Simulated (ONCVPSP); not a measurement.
## Cutoff test, Sn (Z = 50), ONCV

```json
{"Element": "tin", "Generator": "ONCVPSP 4.0.1", "Type": "optimised norm-conserving Vanderbilt (ONCV)", "Functional": "PBE", "Relativity": "fully relativistic", "Frozen core": "[Ar] 3d10", "Valence charge": "22", "Reference configuration": "4s2 4p6 4d10 5s2 5p2", "Partial waves": "4s+5s: rc 1.55 bohr, ncon 3, nbas 7, qcut 11.1 1/bohr, 2 projectors; 4p+5p: rc 1.75 bohr, ncon 4, nbas 7, qcut 6.4 1/bohr, 2 projectors; 4d: rc 1.45 bohr, ncon 4, nbas 9, qcut 9.1 1/bohr, 2 projectors, debl 2.6 Ha", "Local potential": "polynomial inside 0.95 bohr (lpopt 5, dvloc0 2 Ha)", "Core correction": "Teter function, fcfact 2.75, rcfact 1.2"}
```

Open shells are filled in proportion to 2j + 1.

**Question.** For each optimised wave give the share of its norm inside rc, the residual kinetic energy above qcut (Ha) and the cutoffs (Ha) for errors of 10, 1, 0.1 and 0.01 mHa per electron.

**Answer.**

```tsv
wave	norm inside rc	residual KE	10 mHa	1 mHa	0.1 mHa	0.01 mHa
4s	0.985	2.2e-09	27.2	35.3	41.9	47.2
5s	0.135	1.5e-09	22.3	32.4	40.0	46.1
4p j=3/2	0.986	4.2e-04	15.9	19.4	40.1	51.2
5p j=3/2	0.079	1.3e-04	12.9	17.3	20.9	35.8
4p j=1/2	0.989	5.8e-04	16.3	19.8	42.6	52.9
5p j=1/2	0.096	2.4e-04	13.8	18.2	23.3	52.3
4d j=5/2	0.804	4.8e-05	28.9	34.9	39.7	100.9
d projector 2 j=5/2	0.060	3.7e-05	26.0	33.5	39.1	55.4
4d j=3/2	0.813	5.4e-05	29.2	35.1	40.0	104.9
d projector 2 j=3/2	0.060	4.2e-05	26.2	33.8	39.4	56.9
```

The occupied waves need 35 Ha and 43 Ha for 1 and 0.1 mHa. Note: ghosts flagged at negative energy: p3/2 at -73.1 eV; GHOST(+) flagged for s at 247.8 eV. A true bound ghost makes a file unfit for plane-wave use.
